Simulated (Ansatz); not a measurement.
Reaction (ligand exchange at a Ge–F bond): `[F][Ge]([F])([F])[Cl]` + HCl → `[F][Ge]([F])([Cl])[Cl]` + H–F

Program: Ansatz. Geometries: PBE0-D4/def2-TZVP. ΔE: electronic, gas phase. CBS: MP2 limit from def2 TZ/QZ plus the TZ coupled-cluster correction, frozen cores. This one scheme is used for every species. DFT in def2-TZVPP. For Ge outer-core shells are correlated without core-valence functions, which leaves a few kJ/mol of doubt a bond. Scalar relativity is left out up to krypton.

Question: Is it downhill or uphill in electronic energy at CCSD(T)/CBS, and by how much? (An estimate is asked.)

Answer: Ansatz gave: Downhill: ΔE = -0.13 eV.

Question: What do these levels give: B97M-V, r2SCANh-D4, BHLYP-D4, CAM-B3LYP-D4, PBE, r2SCANh, CAM-B3LYP, CCSD/def2-SVP, MP2/def2-TZVPP, SCS-MP2/def2-TZVPP, CCSD(T)/def2-TZVPP, CCSD/CBS(def2)? (Best estimate.)

Answer: The calculation gave: B97M-V -0.04, r2SCANh-D4 -0.09, BHLYP-D4 -0.10, CAM-B3LYP-D4 -0.04, PBE -0.11, r2SCANh -0.08, CAM-B3LYP -0.01, CCSD/def2-SVP 0.04, MP2/def2-TZVPP -0.11, SCS-MP2/def2-TZVPP -0.05, CCSD(T)/def2-TZVPP -0.06, CCSD/CBS(def2) -0.11 eV.

Largest T1 diagnostic among the species: 0.012.

In def2-TZVPP, CCSD(T) changes the Hartree–Fock value by −0.08 eV (the triples alone add −0.02 eV) and MP2 by −0.13 eV. Leaving LDA and LC-ωPBE aside and taking each functional with its dispersion term where it has one, the values, not all of them listed here, spread over 0.13 eV, from HSE06-D4 to B97M-V.
